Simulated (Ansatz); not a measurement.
Geometry optimisation, RKS B3LYP-D4/def2-SVP (Ansatz).

The input (input.yaml):

```yaml
crystal:
  periodic: [false, false, false]
  atoms:
    - { symbol: O, position_ang: [-0.3113, -2.2113, -0.8761] }
    - { symbol: Si, position_ang: [0.039, -0.5738, -0.8629] }
    - { symbol: C, position_ang: [0.7997, 0.0982, 0.6488] }
    - { symbol: C, position_ang: [-0.2691, 1.1201, 0.5953] }
    - { symbol: F, position_ang: [-0.044, 2.2984, 0.0182] }
    - { symbol: O, position_ang: [-1.2199, 0.3235, -0.2494] }
    - { symbol: H, position_ang: [-1.2851, -2.3471, -0.8436] }
    - { symbol: H, position_ang: [0.5339, -0.0274, -2.1724] }
    - { symbol: H, position_ang: [0.8157, -0.5416, 1.5793] }
    - { symbol: H, position_ang: [1.8268, 0.5413, 0.5805] }
    - { symbol: H, position_ang: [-0.8204, 1.2626, 1.6027] }
basis:
  gaussian: { orbitals: def2-SVP }
hamiltonian:
  xc: b3lyp
  dispersion: d4
relax:
  f_tol: 0.02
  max_steps: 50
```

Command:

```bash
$ ansatz run input.yaml --threads 2 --pin off --max-ram 3072MiB --backend cpu --events-out ev --progress --plain --runs-dir out
```

Task: Where does it end, and by what steps?

Result: It converged. After 14 steps the energy has fallen by 0.663 eV; H7 moved furthest, 0.55 Å.

| step | energy less start (eV) | largest force component (eV/Å) | accepted |
| --- | --- | --- | --- |
| 0 | 0.0000 | 4.200 | yes |
| 1 | -0.4492 | 1.746 | yes |
| 2 | -0.5522 | 0.726 | yes |
| 3 | -0.5352 | 0.919 | no |
| 4 | -0.5949 | 0.122 | yes |
| 5 | -0.6103 | 0.144 | yes |
| 6 | -0.6052 | 1.448 | no |
| 7 | -0.6275 | 0.205 | yes |
| 8 | -0.6409 | 0.307 | yes |
| 9 | -0.6545 | 0.192 | yes |
| 10 | -0.6603 | 0.174 | yes |
| 11 | -0.6506 | 0.253 | no |
| 12 | -0.6631 | 0.050 | yes |
| 13 | -0.6631 | 0.047 | yes |
| 14 | -0.6633 | 0.017 | yes |

```xyz
11
Properties=species:S:1:pos:R:3
O -0.523 -2.086 -1.079
Si 0.026 -0.532 -0.972
C 0.825 0.103 0.618
C -0.373 1.080 0.616
F 0.041 2.360 0.345
O -1.150 0.592 -0.458
H -1.053 -2.439 -0.354
H 0.644 -0.275 -2.289
H 0.810 -0.599 1.465
H 1.797 0.615 0.588
H -0.978 1.124 1.540
```

Time of the run: 51 s on 2 threads of Arm Neoverse V1, on a shared host, peak memory 0.26 GiB.
